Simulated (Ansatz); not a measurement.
C3H7AlS. Total charge 0; spin multiplicity 1. The bonds changed during the relaxation, so this is another structure than the one it started from. The geometry is a stationary point of PBE0-D4/def2-TZVP. It is one conformer, not always the lowest.

```xyz
12

C    -1.052    0.058    1.165
C    -0.112   -0.003    0.007
S     0.224   -1.702   -0.668
C     1.330    0.570    0.094
Al    0.638    0.418   -1.700
H    -2.048   -0.313    0.910
H    -1.161    1.102    1.475
H    -0.685   -0.509    2.030
H    -0.984   -1.956   -1.210
H     2.099   -0.026    0.593
H     1.298    1.575    0.521
H     0.453    0.787   -3.217
```

Q: What is the dipole moment at r2SCAN/def2-TZVPP? (Estimate.)

A: The calculation gave: 1.10 D, with components (-1.05, -0.14, -0.27) D in this frame, pointing from negative to positive charge.

Q: And with PBE, B3LYP, ωB97M-V? (Best estimate.)

A: Ansatz gave: PBE 1.07 D, B3LYP 1.08 D, ωB97M-V 1.10 D.

Q: Give the Mulliken charges with r2SCAN, B3LYP, PBE in def2-TZVPP. (Best estimate.)

A: Computed: 
| atom | r2SCAN | B3LYP | PBE |
| --- | --- | --- | --- |
| C1 | -0.15 | -0.23 | -0.23 |
| C2 | -0.05 | -0.02 | -0.03 |
| S3 | -0.10 | -0.11 | -0.09 |
| C4 | -0.30 | -0.31 | -0.26 |
| Al5 | 0.40 | 0.30 | 0.22 |
| H6 | 0.04 | 0.08 | 0.08 |
| H7 | 0.05 | 0.08 | 0.08 |
| H8 | 0.04 | 0.08 | 0.08 |
| H9 | 0.10 | 0.11 | 0.12 |
| H10 | 0.04 | 0.06 | 0.06 |
| H11 | 0.06 | 0.07 | 0.07 |
| H12 | -0.11 | -0.10 | -0.08 |

B3LYP here is the variant with VWN-RPA as its local correlation; programs differ in this.
